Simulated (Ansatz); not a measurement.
# Nudged elastic band run: CH$_{6}$O$_{3}$Si

Input:

```yaml
crystal:
  periodic: [false, false, false]
  atoms:
    - { symbol: O, position_ang: [-1.368842, -0.245107, 1.276622] }
    - { symbol: Si, position_ang: [-0.980846, -0.656371, -0.325239] }
    - { symbol: C, position_ang: [0.800053, 0.04391, -0.474752] }
    - { symbol: O, position_ang: [0.600196, 1.454695, -0.453237] }
    - { symbol: O, position_ang: [1.542809, -0.411475, 0.639746] }
    - { symbol: H, position_ang: [-1.396944, 0.722777, 1.39684] }
    - { symbol: H, position_ang: [-1.938503, -0.065671, -1.325317] }
    - { symbol: H, position_ang: [-1.003176, -2.153118, -0.377022] }
    - { symbol: H, position_ang: [1.385355, -0.275128, -1.36921] }
    - { symbol: H, position_ang: [1.485206, 1.865821, -0.380012] }
    - { symbol: H, position_ang: [0.940091, -0.337333, 1.412182] }
basis:
  gaussian: { orbitals: def2-SVP }
hamiltonian:
  xc: pbe
  dispersion: d4
neb:
  order_check: false
  images: 5
  f_tol: 0.05
  max_iterations: 60
  final_atoms:
    - { symbol: O, position_ang: [-1.23249878, -0.02582541, 1.31224758] }
    - { symbol: Si, position_ang: [-0.97129552, -0.4733651, -0.30309895] }
    - { symbol: C, position_ang: [0.86012545, 0.07713824, -0.4712391] }
    - { symbol: O, position_ang: [0.83588651, 1.45701455, -0.78956256] }
    - { symbol: O, position_ang: [1.50604888, -0.20381534, 0.75375136] }
    - { symbol: H, position_ang: [-1.96800961, -0.45604783, 1.77896974] }
    - { symbol: H, position_ang: [-1.91468671, 0.22287075, -1.24400861] }
    - { symbol: H, position_ang: [-1.10671061, -1.96628541, -0.47288624] }
    - { symbol: H, position_ang: [1.42217411, -0.51010095, -1.23838553] }
    - { symbol: H, position_ang: [1.76421376, 1.76500123, -0.76253242] }
    - { symbol: H, position_ang: [0.87015152, 0.05641528, 1.45734573] }
  initial_path:
    images:
      - { positions_ang: [[-1.368842, -0.245107, 1.276622], [-0.980846, -0.656371, -0.325239], [0.800053, 0.04391, -0.474752], [0.600196, 1.454695, -0.453237], [1.542809, -0.411475, 0.639746], [-1.396944, 0.722777, 1.39684], [-1.938503, -0.065671, -1.325317], [-1.003176, -2.153118, -0.377022], [1.385355, -0.275128, -1.36921], [1.485206, 1.865821, -0.380012], [0.940091, -0.337333, 1.412182]] }
      - { positions_ang: [[-1.42891693, -0.18087324, 1.28886056], [-0.98468782, -0.61222294, -0.27217379], [0.79806946, 0.06827411, -0.4615394], [0.7469892, 1.48261774, -0.43038715], [1.62883192, -0.40470464, 0.58537704], [-1.79103491, 0.49451691, 1.38007448], [-1.90747094, -0.04141931, -1.29406834], [-0.99606992, -2.0988122, -0.31918927], [1.29965993, -0.24940834, -1.37395657], [1.60972092, 1.81212159, -0.49061403], [1.09030809, -0.32708967, 1.40821748]] }
      - { positions_ang: [[-1.48899187, -0.11663948, 1.30109912], [-0.98852964, -0.56807488, -0.21910858], [0.79608593, 0.09263821, -0.44832679], [0.89378241, 1.51054049, -0.4075373], [1.71485483, -0.39793429, 0.53100807], [-2.18512583, 0.26625682, 1.36330895], [-1.87643887, -0.01716763, -1.26281968], [-0.98896384, -2.0445064, -0.26135654], [1.21396486, -0.22368867, -1.37870314], [1.73423583, 1.75842217, -0.60121607], [1.24052519, -0.31684634, 1.40425295]] }
      - { positions_ang: [[-1.5490668, -0.05240572, 1.31333768], [-0.99237146, -0.52392683, -0.16604338], [0.79410239, 0.11700232, -0.43511419], [1.04057561, 1.53846323, -0.38468744], [1.80087775, -0.39116393, 0.47663911], [-2.57921674, 0.03799673, 1.34654343], [-1.84540681, 0.00708406, -1.23157101], [-0.98185776, -1.9902006, -0.20352381], [1.1282698, -0.19796901, -1.38344972], [1.85875075, 1.70472276, -0.7118181], [1.39074228, -0.30660301, 1.40028843]] }
      - { positions_ang: [[-1.44354413, -0.04354562, 1.31297431], [-0.98534615, -0.50707292, -0.21172857], [0.81611008, 0.10371429, -0.44715583], [0.97234591, 1.51131367, -0.51964581], [1.70260146, -0.3287144, 0.56900986], [-2.37548103, -0.12668479, 1.49068554], [-1.86850011, 0.07901296, -1.23571688], [-1.02347538, -1.98222887, -0.29331129], [1.2262379, -0.30201299, -1.33509499], [1.82723842, 1.72481558, -0.72872287], [1.21721203, -0.18559691, 1.41930753]] }
      - { positions_ang: [[-1.33802145, -0.03468551, 1.31261095], [-0.97832083, -0.49021901, -0.25741376], [0.83811776, 0.09042627, -0.45919746], [0.90411621, 1.48416411, -0.65460419], [1.60432517, -0.26626487, 0.66138061], [-2.17174532, -0.29136631, 1.63482764], [-1.89159341, 0.15094185, -1.23986275], [-1.06509299, -1.97425714, -0.38309876], [1.32420601, -0.40605697, -1.28674026], [1.79572609, 1.7449084, -0.74562765], [1.04368177, -0.06459082, 1.43832663]] }
      - { positions_ang: [[-1.23249878, -0.02582541, 1.31224758], [-0.97129552, -0.4733651, -0.30309895], [0.86012545, 0.07713824, -0.4712391], [0.83588651, 1.45701455, -0.78956256], [1.50604888, -0.20381534, 0.75375136], [-1.96800961, -0.45604783, 1.77896974], [-1.91468671, 0.22287075, -1.24400861], [-1.10671061, -1.96628541, -0.47288624], [1.42217411, -0.51010095, -1.23838553], [1.76421376, 1.76500123, -0.76253242], [0.87015152, 0.05641528, 1.45734573]] }
```

Run as:

```bash
$ ansatz run input.yaml --threads 2 --pin off --max-ram 3072MiB --backend cpu --events-out ev --progress --plain --runs-dir out
```

Output, in part (warnings, iteration lines, the closing report on the highest movable image, with atoms numbered from 0):

```
NEB end point (image 0): max|allowed force component| = 9.565e-3 eV/Å (the criterion of neb.relax_end_points is 1.000e-2)
NEB end point (image 6): max|allowed force component| = 1.269e-2 eV/Å (the criterion of neb.relax_end_points is 1.000e-2)
NEB iter   1: max|band force component| = 1.798e1 eV/Å  barrier→ = 1.8238 eV  barrier← = 1.8008 eV  Δτ_max = 0.2000 Å  (191 SCF iters)
NEB iter   2: max|band force component| = 1.118e0 eV/Å  barrier→ = 0.1948 eV  barrier← = 0.1718 eV  Δτ_max = 0.1966 Å  (163 SCF iters)
NEB iter   3: max|band force component| = 3.403e-1 eV/Å  barrier→ = 0.1193 eV  barrier← = 0.0963 eV  CI = image 3  Δτ_max = 0.1975 Å  (145 SCF iters)
NEB iter   4: max|band force component| = 1.339e-1 eV/Å  barrier→ = 0.1111 eV  barrier← = 0.0881 eV  CI = image 3  Δτ_max = 0.1084 Å  (150 SCF iters)
NEB iter   5: max|band force component| = 1.775e-1 eV/Å  barrier→ = 0.0892 eV  barrier← = 0.0662 eV  CI = image 3  Δτ_max = 0.0535 Å  (144 SCF iters)
NEB iter   6: max|band force component| = 1.132e-1 eV/Å  barrier→ = 0.0789 eV  barrier← = 0.0559 eV  CI = image 3  Δτ_max = 0.0535 Å  (144 SCF iters)
NEB iter   7: max|band force component| = 1.043e-1 eV/Å  barrier→ = 0.0691 eV  barrier← = 0.0461 eV  CI = image 3  Δτ_max = 0.1066 Å  (145 SCF iters)
NEB iter   8: max|band force component| = 1.089e-1 eV/Å  barrier→ = 0.0505 eV  barrier← = 0.0275 eV  CI = image 3  Δτ_max = 0.0535 Å  (146 SCF iters)
NEB iter   9: max|band force component| = 9.428e-2 eV/Å  barrier→ = 0.0423 eV  barrier← = 0.0193 eV  CI = image 3  Δτ_max = 0.0534 Å  (148 SCF iters)
NEB iter  10: max|band force component| = 2.585e-1 eV/Å  barrier→ = 0.0349 eV  barrier← = 0.0119 eV  CI = image 3  Δτ_max = 0.0269 Å  (146 SCF iters)
NEB iter  11: max|band force component| = 9.350e-2 eV/Å  barrier→ = 0.0331 eV  barrier← = 0.0101 eV  CI = image 3  Δτ_max = 0.0541 Å  (151 SCF iters)
NEB iter  12: max|band force component| = 8.055e-2 eV/Å  barrier→ = 0.0283 eV  barrier← = 0.0053 eV  CI = image 3  Δτ_max = 0.1076 Å  (149 SCF iters)
NEB iter  13: max|band force component| = 6.613e-2 eV/Å  barrier→ = 0.0265 eV  barrier← = 0.0035 eV  CI = image 5  Δτ_max = 0.0924 Å  (148 SCF iters)
NEB iter  14: max|band force component| = 6.946e-2 eV/Å  barrier→ = 0.0270 eV  barrier← = 0.0040 eV  CI = image 5  Δτ_max = 0.0263 Å  (147 SCF iters)
NEB iter  15: max|band force component| = 2.795e-2 eV/Å  barrier→ = 0.0272 eV  barrier← = 0.0042 eV  CI = image 5  Δτ_max = 0.0000 Å  (293 SCF iters)
Total energy: -15134.17735952 eV, -556.1707596485 hartree
Atom 0 at    -1.174622    -0.217753     1.355456 Å, force    -0.004524     0.001803    -0.001907 eV/Å
Atom 1 at    -0.954014    -0.522703    -0.297295 Å, force     0.012513     0.001450     0.001433 eV/Å
Atom 2 at     0.869526     0.057565    -0.462464 Å, force    -0.004722     0.003362     0.001597 eV/Å
Atom 3 at     0.818829     1.439797    -0.769644 Å, force     0.005530     0.003066     0.001205 eV/Å
Atom 4 at     1.526475    -0.218078     0.757746 Å, force    -0.000617    -0.000104    -0.001534 eV/Å
Atom 5 at    -2.083995    -0.139427     1.686477 Å, force     0.001321    -0.003336    -0.000710 eV/Å
Atom 6 at    -1.935862     0.250995    -1.135057 Å, force    -0.001209    -0.003133     0.000133 eV/Å
Atom 7 at    -1.080171    -1.992388    -0.607631 Å, force    -0.006982     0.000260     0.001080 eV/Å
Atom 8 at     1.440769    -0.512530    -1.235116 Å, force     0.000881    -0.002533    -0.001466 eV/Å
Atom 9 at     1.741751     1.764166    -0.741244 Å, force    -0.003499    -0.001183    -0.000149 eV/Å
Atom 10 at     0.896711     0.033356     1.469372 Å, force     0.001307     0.000348     0.000318 eV/Å
Dipole moment:    -0.253908     0.042306     0.051466 e Å
```

The run converged. The top lies less than 8 meV above the higher end, about what the thresholds resolve: that end is a shoulder or a very shallow well. A vibrational analysis at the climbing image gives one clearly imaginary mode, 90i cm⁻¹: a first-order saddle point.

Final band (atoms are numbered from 1 in the order of the input):

| image | path coordinate (Å) | energy (eV) | dihedral H6–O1–Si2–H7 (°) |
| --- | --- | --- | --- |
| 0 | 0.00 | 0.000 | -57 |
| 1 | 0.33 | 0.002 | -46 |
| 2 | 0.65 | 0.007 | -32 |
| 3 | 0.98 | 0.017 | -14 |
| 4 | 1.31 | 0.025 | 10 |
| 5 | 1.63 | 0.027 | 40 |
| 6 | 2.08 | 0.023 | 80 |

Time of the run: 110 s on 2 threads of Intel(R) Xeon(R) Platinum 8375C CPU @ 2.90GHz (Ice Lake), with other jobs on the host, peak memory 0.16 GiB.
